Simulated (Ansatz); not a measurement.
Species: C2H2Cl, charge 0, doublet. C2H2Cl (SMILES [H]/[C]=C\Cl, doublet).
B3LYP-D3(BJ)/def2-TZVP minimum from Ansatz (a program for electronic structure):
```
C
C 1 1.2939
H 2 1.0745 1 142.68
H 1 1.0811 2 125.44 3 -180.00
Cl 1 1.7730 4 112.00 2 -180.00
```
Charge 0, spin multiplicity 2.

Total energies in cc-pV(D+d)Z, 17 correlated electrons, 7 frozen orbitals. UHF or UKS for unpaired electrons; spin-orbit terms are left out. Correlated methods leave the cores frozen. No relativity. The UHF reference of C2H2Cl ([H]/[C]=C\Cl, doublet) is spin-contaminated (<S^2> up to 0.20 over the pure value in the sets run).

```tsv
method	program	energy (Eh)	minus CCSDT(Q) (mEh)
HF	Ansatz	-536.31968	422.09
MP2	Ansatz	-536.68098	60.79
CCSD	Ansatz	-536.72567	16.10
CCSD(T)	Ansatz	-536.73917	2.60
CCSDT(Q)	Ansatz	-536.74177	0.00
```

Rough core times of Ansatz's runs on a shared machine: CCSD(T) under 20 s, CCSDT(Q) 5 min.
